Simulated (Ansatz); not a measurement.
CH$_{2}$BBrO$_{3}$, SMILES `OB1OC(Br)O1`, relaxed with RKS PBE0-D4/def2-TZVP in Ansatz 0.2.0 from a PBE-D4/def2-SVP geometry. The force threshold is 0.005 eV/Å; the program also tests the step.

The species carries charge 0 and has multiplicity 1.

Start:

```xyz
8

O    -1.390    0.731   -1.437
B    -0.468    0.300   -0.561
O     0.898    0.035   -0.748
C     0.863   -0.241    0.639
Br    1.360   -2.091    1.070
O    -0.520    0.016    0.819
H    -2.268    0.842   -1.030
H     1.525    0.408    1.248
```

| step | energy (eV) | largest force (eV/Å) | largest move (Å) |
| --- | --- | --- | --- |
| 1 | -77923.0473 | 0.694 | 0.000 |
| 2 | -77923.0761 | 0.281 | 0.021 |
| 3 | -77923.0798 | 0.073 | 0.010 |
| 4 | -77923.0804 | 0.036 | 0.006 |
| 5 | -77923.0805 | 0.027 | 0.011 |
| 6 | -77923.0807 | 0.008 | 0.006 |
| 7 | -77923.0807 | 0.003 | 0.002 |

End:

```xyz
8

O    -1.382    0.724   -1.419
B    -0.465    0.301   -0.547
O     0.888    0.034   -0.736
C     0.864   -0.243    0.640
Br    1.349   -2.070    1.057
O    -0.508    0.016    0.819
H    -2.259    0.839   -1.045
H     1.513    0.401    1.231
```

Hardware: 4 threads of a server CPU on a shared host. Wall time 25 s, peak host memory 0.66 GiB.
